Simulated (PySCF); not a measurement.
boron oxyfluoride (BFO), singlet, geometry from GFN2-xTB; CCSD/def2-SVP run with PySCF.

Input for PySCF:
```python
from pyscf import gto, scf, cc

mol = gto.M(
    atom='''
F    -0.00000000   -0.00000000   -1.18925373
B     0.00000000    0.00000000    0.09250195
O     0.00000000    0.00000000    1.28009672
''',
    basis='def2-svp',
    verbose=4,
)

mf = scf.RHF(mol)
mf.kernel()

mycc = cc.CCSD(mf)
mycc.kernel()
print('E(CCSD) = %.10f' % mycc.e_tot)
```

It wrote (shortened):

```
PySCF version 2.14.0

[INPUT] verbose = 4
[INPUT] num. atoms = 3
[INPUT] num. electrons = 22
[INPUT] charge = 0
[INPUT] spin (= nelec alpha-beta = 2S) = 0
[INPUT] symmetry False subgroup None
[INPUT] Mole.unit = angstrom
[INPUT] Symbol           X                Y                Z      unit          X                Y                Z       unit  Magmom
[INPUT]  1 F      0.000000000000   0.000000000000  -1.189253730000 AA    0.000000000000   0.000000000000  -2.247363842317 Bohr   0.0
[INPUT]  2 B      0.000000000000   0.000000000000   0.092501950000 AA    0.000000000000   0.000000000000   0.174803351488 Bohr   0.0
[INPUT]  3 O      0.000000000000   0.000000000000   1.280096720000 AA    0.000000000000   0.000000000000   2.419032213754 Bohr   0.0

nuclear repulsion = 51.8313640215795
number of shells = 18
number of NR pGTOs = 72
number of NR cGTOs = 42
basis = def2-svp
ecp = {}

******** <class 'pyscf.scf.hf.RHF'> ********
method = RHF
initial guess = minao
damping factor = 0
level_shift factor = 0
DIIS = <class 'pyscf.scf.diis.CDIIS'>
diis_start_cycle = 1
diis_space = 8
diis_damp = 0
SCF conv_tol = 1e-09
SCF conv_tol_grad = None
SCF max_cycles = 50
direct_scf = True
direct_scf_tol = 1e-13
Set gradient conv threshold to 3.16228e-05
Initial guess from minao.
init E= -199.158506671092
  HOMO = -0.543387341178511  LUMO = 0.0252326072615734  gap/eV = 15.47294
cycle= 1 E= -198.799259092803  delta_E= 0.359  |g|= 0.731  |ddm|= 2.05
  HOMO = -0.441470136742484  LUMO = 0.102759981294816  gap/eV = 14.80926
cycle= 2 E= -198.862617429872  delta_E= -0.0634  |g|= 0.547  |ddm|= 0.913
  HOMO = -0.541785996840113  LUMO = 0.11772791965918  gap/eV = 17.94629
cycle= 3 E= -198.917454709893  delta_E= -0.0548  |g|= 0.0539  |ddm|= 0.401
  HOMO = -0.524673400515624  LUMO = 0.123217851768765  gap/eV = 17.63002
cycle= 4 E= -198.918498802447  delta_E= -0.00104  |g|= 0.0228  |ddm|= 0.0663
  HOMO = -0.526871858065847  LUMO = 0.12309609346433  gap/eV = 17.68653
cycle= 5 E= -198.9186932292  delta_E= -0.000194  |g|= 0.00799  |ddm|= 0.0291
  HOMO = -0.527256065203901  LUMO = 0.122325961848251  gap/eV = 17.67603
cycle= 6 E= -198.918720875365  delta_E= -2.76e-05  |g|= 0.00238  |ddm|= 0.011
  HOMO = -0.527141543806043  LUMO = 0.122359883617506  gap/eV = 17.67383
cycle= 7 E= -198.918723687843  delta_E= -2.81e-06  |g|= 0.000247  |ddm|= 0.00462
  HOMO = -0.527170581342189  LUMO = 0.122376156156053  gap/eV = 17.67507
cycle= 8 E= -198.918723713447  delta_E= -2.56e-08  |g|= 5.22e-05  |ddm|= 0.00035
  HOMO = -0.527164919274086  LUMO = 0.122379064911128  gap/eV = 17.67499
cycle= 9 E= -198.91872371469  delta_E= -1.24e-09  |g|= 1.16e-05  |ddm|= 7.05e-05
  HOMO = -0.527165696861313  LUMO = 0.122378273016161  gap/eV = 17.67499
cycle= 10 E= -198.918723714761  delta_E= -7.09e-11  |g|= 1.69e-06  |ddm|= 1.84e-05
  HOMO = -0.527165505750921  LUMO = 0.122378328044026  gap/eV = 17.67499
Extra cycle  E= -198.918723714762  delta_E= -1.42e-12  |g|= 6.86e-07  |ddm|= 2.45e-06
converged SCF energy = -198.918723714762

******** <class 'pyscf.cc.ccsd.CCSD'> ********
CC2 = 0
CCSD nocc = 11, nmo = 42
max_cycle = 50
direct = 0
conv_tol = 1e-07
conv_tol_normt = 1e-05
diis_space = 6
diis_start_cycle = 0
diis_start_energy_diff = 1e+09
Init t2, MP2 energy = -199.367769498136  E_corr(MP2) -0.44904578337417
Init E_corr(CCSD) = -0.449045783374333
cycle = 1  E_corr(CCSD) = -0.437619915521316  dE = 0.0114258679  norm(t1,t2) = 0.0631782
cycle = 2  E_corr(CCSD) = -0.450409888919767  dE = -0.0127899734  norm(t1,t2) = 0.0203809
cycle = 3  E_corr(CCSD) = -0.449769206269246  dE = 0.000640682651  norm(t1,t2) = 0.0113485
cycle = 4  E_corr(CCSD) = -0.451446123088161  dE = -0.00167691682  norm(t1,t2) = 0.00407842
cycle = 5  E_corr(CCSD) = -0.451481892141354  dE = -3.57690532e-05  norm(t1,t2) = 0.000495542
cycle = 6  E_corr(CCSD) = -0.451437563861423  dE = 4.43282799e-05  norm(t1,t2) = 0.000171464
cycle = 7  E_corr(CCSD) = -0.451431601630981  dE = 5.96223044e-06  norm(t1,t2) = 3.451e-05
cycle = 8  E_corr(CCSD) = -0.451433584638252  dE = -1.98300727e-06  norm(t1,t2) = 1.08647e-05
cycle = 9  E_corr(CCSD) = -0.451433829232226  dE = -2.44593974e-07  norm(t1,t2) = 4.01179e-06
cycle = 10  E_corr(CCSD) = -0.451433699090199  dE = 1.30142027e-07  norm(t1,t2) = 1.01385e-06
cycle = 11  E_corr(CCSD) = -0.451433668790121  dE = 3.03000774e-08  norm(t1,t2) = 4.07177e-07
CCSD converged
E(CCSD) = -199.3701573835523  E_corr = -0.4514336687901211
E(CCSD) = -199.3701573836
```
